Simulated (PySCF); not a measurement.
1,1-dichlorobuta-1,3-diene (C4H4Cl2), SMILES C=CC=C(Cl)Cl.

Coordinates come from a B3LYP-D3(BJ)/def2-SVP optimisation. Other conformers were not sampled.

These are B3LYP-D3(BJ)/def2-SVP (PySCF) values and carry that method's errors.

Frequencies are harmonic and unscaled.

| mode | ν (cm⁻¹) | IR (km/mol) | Raman (Å⁴/amu) | depolarisation | moving atoms (share of kinetic energy) |
|---|---|---|---|---|---|
| 1 | 130 | 0.0 | 3.7 | 0.75 | C 68 %, H 27 % |
| 2 | 158 | 0.9 | 4.6 | 0.73 | Cl 47 %, C 39 %, H 14 % |
| 3 | 204 | 0.2 | 5.0 | 0.75 | C 45 %, H 45 %, Cl 9 % |
| 4 | 277 | 0.0 | 6.6 | 0.62 | Cl 68 %, C 29 % |
| 5 | 388 | 1.9 | 3.9 | 0.15 | C 50 %, Cl 25 %, H 25 % |
| 6 | 426 | 7.6 | 7.9 | 0.17 | Cl 57 %, C 37 % |
| 7 | 470 | 0.6 | 2.4 | 0.75 | C 85 %, H 10 % |
| 8 | 666 | 28.9 | 1.9 | 0.57 | C 61 %, Cl 25 %, H 14 % |
| 9 | 674 | 11.0 | 6.2 | 0.75 | H 72 %, C 28 % |
| 10 | 891 | 0.3 | 5.4 | 0.75 | H 69 %, C 31 % |
| 11 | 903 | 128.8 | 0.8 | 0.25 | C 85 %, Cl 11 % |
| 12 | 939 | 41.1 | 7.0 | 0.75 | H 69 %, C 31 % |
| 13 | 964 | 9.4 | 0.9 | 0.33 | H 64 %, C 36 % |
| 14 | 1034 | 14.3 | 1.7 | 0.75 | H 89 %, C 11 % |
| 15 | 1201 | 14.0 | 55.3 | 0.43 | C 63 %, H 37 % |
| 16 | 1267 | 24.2 | 25.9 | 0.37 | H 79 %, C 21 % |
| 17 | 1310 | 0.6 | 49.3 | 0.37 | H 73 %, C 27 % |
| 18 | 1431 | 13.2 | 29.0 | 0.42 | H 79 %, C 21 % |
| 19 | 1645 | 28.2 | 54.8 | 0.33 | C 92 % |
| 20 | 1700 | 32.0 | 511.6 | 0.28 | C 88 %, H 12 % |
| 21 | 3141 | 3.2 | 90.6 | 0.11 | H 95 % |
| 22 | 3174 | 0.2 | 129.1 | 0.25 | H 92 %, C 8 % |
| 23 | 3182 | 4.5 | 0.7 | 0.18 | H 92 %, C 8 % |
| 24 | 3242 | 5.7 | 109.0 | 0.63 | H 89 %, C 11 % |
